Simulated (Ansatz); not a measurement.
TTF, `C1=CSC(=C2SC=CS2)S1`. Charge 0, multiplicity 1. Geometry PBE0-D4/def2-SVP, basis def2-TZVP, Ansatz.

| run | HOMO (eV) | LUMO (eV) |
| --- | --- | --- |
| A | -4.33 | -1.41 |
| B | -6.64 | 1.16 |
| C | -3.72 | -1.71 |
| D | -3.99 | -1.76 |
| E | -4.02 | -1.64 |
| F | -3.88 | -1.91 |

The runs used B97M-V, BLYP, PBE, r2SCAN, r2SCANh, ωB97M-V. Estimate which is which.

A r2SCANh (10 % exact exchange); B ωB97M-V (range-separated); C BLYP (0 % exact exchange); D r2SCAN (0 % exact exchange); E B97M-V (0 % exact exchange); F PBE (0 % exact exchange). Exact exchange lowers occupied and raises empty levels; among semilocal functionals meta-GGAs tend to open the gap a little, and such runs are hard to tell apart. The gap grows from 1.97 eV (PBE) to 7.80 eV (ωB97M-V).
